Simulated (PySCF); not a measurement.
Species: `c1c(ccc(p1)C1CC1)Cl`. The columns A, B, C and D hold Mulliken, IAO, Hirshfeld and ESP-fitted charges (e) of one PBE0/pcSseg-1 density (PySCF), in a shuffled order. Coordinates in Å (PBE0-D3(BJ)/def2-SVP); the density's dipole moment is (-1.82, -1.43, -0.25) D.

| atom | x | y | z | A | B | C | D |
| --- | --- | --- | --- | --- | --- | --- | --- |
| Cl1 | 2.955 | -0.386 | 0.325 | -0.045 | -0.038 | -0.081 | -0.035 |
| C2 | 1.217 | -0.417 | 0.259 | -0.342 | 0.000 | -0.179 | +0.015 |
| C3 | 0.593 | -1.649 | 0.066 | +0.258 | -0.149 | +0.010 | -0.052 |
| C4 | -0.792 | -1.777 | -0.001 | -0.504 | -0.135 | -0.018 | -0.043 |
| C5 | -1.708 | -0.727 | 0.111 | +0.369 | -0.192 | -0.354 | -0.042 |
| C6 | -3.156 | -1.045 | 0.019 | -0.274 | -0.132 | -0.251 | -0.046 |
| C7 | -4.175 | -0.319 | 0.866 | -0.276 | -0.277 | -0.184 | -0.086 |
| C8 | -4.139 | -0.081 | -0.603 | -0.273 | -0.278 | -0.184 | -0.086 |
| P9 | -1.204 | 0.937 | 0.358 | -0.204 | +0.343 | +0.495 | +0.105 |
| C10 | 0.519 | 0.775 | 0.399 | +0.122 | -0.382 | -0.308 | -0.118 |
| H11 | 1.217 | -2.539 | -0.035 | +0.086 | +0.168 | +0.112 | +0.053 |
| H12 | -1.192 | -2.785 | -0.154 | +0.186 | +0.149 | +0.103 | +0.052 |
| H13 | -3.357 | -2.107 | -0.158 | +0.182 | +0.141 | +0.112 | +0.048 |
| H14 | -3.792 | 0.467 | 1.524 | +0.142 | +0.150 | +0.152 | +0.041 |
| H15 | -4.996 | -0.906 | 1.288 | +0.158 | +0.151 | +0.140 | +0.052 |
| H16 | -4.933 | -0.499 | -1.226 | +0.159 | +0.151 | +0.140 | +0.052 |
| H17 | -3.733 | 0.871 | -0.960 | +0.139 | +0.150 | +0.153 | +0.040 |
| H18 | 1.099 | 1.692 | 0.546 | +0.119 | +0.177 | +0.143 | +0.047 |

Question: Which column most likely holds the ESP-fitted charges?

Answer: A. Σ q r misses the density's dipole by 0.09 D (A), 1.39 D (D), 1.92 D (B), 4.46 D (C). Charges fitted to the outside potential are the only set here that is tied to the molecule's multipoles.

Question: And the Hirshfeld charges?

Answer: D. The mean sizes are 0.056 e (D), 0.173 e (C), 0.176 e (B), 0.213 e (A), and Hirshfeld charges are commonly the smallest of these schemes.

As computed, A = ESP-fitted, B = IAO, C = Mulliken, D = Hirshfeld. Hydrogens on carbon: ESP-fitted +0.09 to +0.19, IAO +0.14 to +0.18, Mulliken +0.10 to +0.15, Hirshfeld +0.04 to +0.05 e.

The IAO scheme counts the electrons in orthogonalised intrinsic atomic orbitals, a minimal basis polarised so that it spans the occupied orbitals exactly. The ESP scheme is a least-squares fit of atom-centred charges to the potential on four shells outside the van der Waals surface, with the total charge fixed.

The structure is a single PBE0-D3(BJ)/def2-SVP conformer in the gas phase; no vibrational or solvent corrections.

The run behind these numbers computed NMR shieldings as well. On one thread of an Arm Neoverse V2 (shared host), this took 41 s of wall time and 1.1 GiB of memory at its peak.

Shape of the structure used: `[Cl:1][c:2]1[cH:3][cH:4][c:5]([CH:6]2[CH2:7][CH2:8]2)[p:9][cH:10]1`: C4–C5–C6–C7 143°.
